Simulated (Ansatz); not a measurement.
Cartesian coordinates in Å:
```
N 0.4780 -0.2504 0.8939
Al -0.3211 0.1326 -0.6119
Cl -0.7524 -1.3838 -1.9731
Br -0.8804 2.2510 -1.0762
H 0.7583 -1.1771 1.1694
H 0.7177 0.4277 1.5979
```

The species carries charge 0 and has multiplicity 1.

(1) List the CAM-B3LYP/def2-TZVPP orbital energies in eV (Ansatz). (Best estimate.)

Results:

(1) Ansatz gave: Occupied: -13140.85, -2764.25, -1702.35, -1534.09, -1534.06, -1534.05, -1527.73, -391.23, -259.04, -238.44, -198.06, -197.98, -197.96, -179.31, -179.19, -179.17, -115.69, -76.39, -76.30, -76.23, -73.66, -73.62, -73.61, -73.51, -73.51, -25.26, -24.42, -23.21, -15.43, -14.49, -12.54, -11.65, -11.14, -10.81, -10.23, -9.99, -9.46. Lowest empty: 0.21, 0.70, 1.96, 2.72, 3.39, 3.69, 4.01, 5.12.
